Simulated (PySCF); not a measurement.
# Br2Mg: script and output

File input.py (PySCF 2.14):

```python
from pyscf import gto, scf, tdscf

mol = gto.M(
    atom='Mg 0 0 0; Br 0 0 2.3901; Br 0 0 -2.3901',
    basis='6-31g',
    charge=0,
    spin=0,
    symmetry=True,
    verbose=4,
)
mf = scf.RHF(mol)
mf.kernel()
td = tdscf.TDA(mf)
td.nstates = 6
td.kernel()
td.analyze()
mf.dip_moment()
print('orbital energies (hartree):', mf.mo_energy[..., max(0, mol.nelec[1]-3):mol.nelec[0]+3].round(4))
```

```bash
$ OMP_NUM_THREADS=1 python input.py
```

The log (some set-up lines removed):

```
PySCF version 2.14.0

[INPUT] Symbol           X                Y                Z      unit          X                Y                Z       unit  Magmom
[INPUT]  1 Mg     0.000000000000   0.000000000000   0.000000000000 AA    0.000000000000   0.000000000000   0.000000000000 Bohr   0.0
[INPUT]  2 Br     0.000000000000   0.000000000000   2.390100000000 AA    0.000000000000   0.000000000000   4.516634410323 Bohr   0.0
[INPUT]  3 Br     0.000000000000   0.000000000000  -2.390100000000 AA    0.000000000000   0.000000000000  -4.516634410323 Bohr   0.0

nuclear repulsion = 321.589012535584
point group symmetry = Dooh
symmetry origin: [ 0.0000000e+00  0.0000000e+00 -1.2997733e-16]
symmetry axis x: [1. 0. 0.]
symmetry axis y: [0. 1. 0.]
symmetry axis z: [0. 0. 1.]
num. orbitals of irrep A1g = 15
num. orbitals of irrep E1gx = 6
num. orbitals of irrep E1gy = 6
num. orbitals of irrep A1u = 14
num. orbitals of irrep E1uy = 9
num. orbitals of irrep E1ux = 9
num. orbitals of irrep E2gx = 2
num. orbitals of irrep E2gy = 2
num. orbitals of irrep E2uy = 2
num. orbitals of irrep E2ux = 2
number of shells = 29
number of NR pGTOs = 226
number of NR cGTOs = 67
basis = 6-31g
ecp = {}

******** <class 'pyscf.scf.hf_symm.SymAdaptedRHF'> ********
method = SymAdaptedRHF
initial guess = minao
damping factor = 0
level_shift factor = 0
DIIS = <class 'pyscf.scf.diis.CDIIS'>
SCF conv_tol = 1e-09
SCF max_cycles = 50
Freeze 0 electrons in irreps []
    82 free electrons in irreps A1g E1gx E1gy A1u E1uy E1ux E2gx E2gy E2uy E2ux
Initial guess from minao.
init E= -5341.65730804773
HOMO (E1gy) = -0.414705633914342  LUMO (A1g) = -0.0809049571930043  gap/eV = 9.08318
cycle= 1 E= -5343.80696449396  delta_E= -2.15  |g|= 0.35  |ddm|= 1.62
HOMO (E1gy) = -0.390188521830866  LUMO (A1g) = -0.0137812830389912  gap/eV = 10.24256
cycle= 2 E= -5343.84399232463  delta_E= -0.037  |g|= 0.172  |ddm|= 0.876
HOMO (E1gy) = -0.415404439028075  LUMO (A1g) = -0.00619686182808099  gap/eV = 11.13511
cycle= 3 E= -5343.84786148125  delta_E= -0.00387  |g|= 0.018  |ddm|= 0.162
HOMO (E1gy) = -0.416197916532902  LUMO (A1g) = -0.00155186915240613  gap/eV = 11.28309
cycle= 4 E= -5343.84810013894  delta_E= -0.000239  |g|= 0.00539  |ddm|= 0.052
HOMO (E1gy) = -0.414645537262997  LUMO (A1g) = -0.00135013042628263  gap/eV = 11.24634
cycle= 5 E= -5343.84813191461  delta_E= -3.18e-05  |g|= 0.00125  |ddm|= 0.0222
HOMO (E1gy) = -0.414852943689682  LUMO (A1g) = -0.00169270272691513  gap/eV = 11.24266
cycle= 6 E= -5343.84813380922  delta_E= -1.89e-06  |g|= 0.000278  |ddm|= 0.00488
HOMO (E1gy) = -0.414791910962764  LUMO (A1g) = -0.00170561345928988  gap/eV = 11.24065
cycle= 7 E= -5343.84813389851  delta_E= -8.93e-08  |g|= 5.09e-05  |ddm|= 0.00103
HOMO (E1gy) = -0.414797007029803  LUMO (A1g) = -0.00170585274852009  gap/eV = 11.24078
cycle= 8 E= -5343.84813390064  delta_E= -2.13e-09  |g|= 2.92e-06  |ddm|= 0.000188
HOMO (E1gy) = -0.414797056608714  LUMO (A1g) = -0.00170605873135976  gap/eV = 11.24078
cycle= 9 E= -5343.84813390065  delta_E= -1.27e-11  |g|= 3.48e-07  |ddm|= 1.24e-05
HOMO (E1gy) = -0.414797076543983  LUMO (A1g) = -0.00170606979168042  gap/eV = 11.24078
Extra cycle  E= -5343.84813390066  delta_E= -4.55e-12  |g|= 1.08e-07  |ddm|= 1.31e-06
converged SCF energy = -5343.84813390066

******** <class 'pyscf.tdscf.rhf.TDA'> for <class 'pyscf.scf.hf_symm.SymAdaptedRHF'> ********
nstates = 6 singlet
deg_eia_thresh = 1.000e-03
wfnsym = None
conv_tol = 1e-05
eigh lindep = 1e-12
eigh level_shift = 0
eigh max_cycle = 100

Excitation energies (eV)
[5.87876798 5.87876798 6.15086098 6.15086098 7.02080352 7.73568269]

** Singlet excitation energies and oscillator strengths **
Excited State   1: E1gx      5.87877 eV    210.90 nm  f=0.0000
      39 -> 45       -0.12352
      40 -> 42       -0.68214
Excited State   2: E1gy      5.87877 eV    210.90 nm  f=0.0000
      38 -> 45       -0.12352
      41 -> 42       -0.68214
Excited State   3: E1uy      6.15086 eV    201.57 nm  f=0.1147
      38 -> 42       -0.68067
      38 -> 46       -0.10370
      41 -> 45       -0.12668
Excited State   4: E1ux      6.15086 eV    201.57 nm  f=0.1147
      39 -> 42       -0.68067
      39 -> 46       -0.10370
      40 -> 45       -0.12668
Excited State   5:  A1u      7.02080 eV    176.60 nm  f=0.3506
      37 -> 42        0.62314
      40 -> 44        0.20722
      41 -> 43        0.20722
Excited State   6: E2uy      7.73568 eV    160.28 nm  f=0.0000
      40 -> 43       -0.49348
      41 -> 44       -0.49348

** Transition electric dipole moments (AU) **
state          X           Y           Z        Dip. S.      Osc.
  1        -0.0000      0.0000      0.0000      0.0000      0.0000
  2         0.0000     -0.0000      0.0000      0.0000      0.0000
  3         0.0000     -0.8724      0.0000      0.7610      0.1147
  4        -0.8724      0.0000      0.0000      0.7610      0.1147
  5         0.0000      0.0000      1.4277      2.0382      0.3506
  6         0.0000      0.0000      0.0000      0.0000      0.0000

** Transition velocity dipole moments (imaginary part, AU) **
state          X           Y           Z        Dip. S.      Osc.
  1         0.0000     -0.0000     -0.0000      0.0000      0.0000
  2        -0.0000      0.0000     -0.0000      0.0000      0.0000
  3        -0.0000     -0.1765     -0.0000      0.0312      0.0919
  4        -0.1765     -0.0000     -0.0000      0.0312      0.0919
  5        -0.0000     -0.0000      0.3922      0.1539      0.3976
  6        -0.0000     -0.0000     -0.0000      0.0000      0.0000

** Transition magnetic dipole moments (imaginary part, AU) **
state          X           Y           Z
  1        -0.0000      0.6274     -0.0000
  2        -0.6274     -0.0000     -0.0000
  3         0.0000     -0.0000     -0.0000
  4        -0.0000     -0.0000     -0.0000
  5        -0.0000     -0.0000     -0.0000
  6        -0.0000     -0.0000     -0.0000
Dipole moment(X, Y, Z, Debye):  0.00000,  0.00000, -0.00000
orbital energies (hartree): [-0.4235 -0.4148 -0.4148 -0.0017  0.0415  0.0415]
```

In short: E(SCF) = -5343.848134 Eh, 9 cycles, μ(SCF) = 0.00 D, first singlet excitations without spin–orbit coupling 5.88, 5.88, 6.15, 6.15, 7.02 eV.

It ran on Arm Neoverse N1 (1 thread, shared host) in 6 s.

With symmetry on the solver can miss roots, and labels of degenerate states are those of a subgroup.
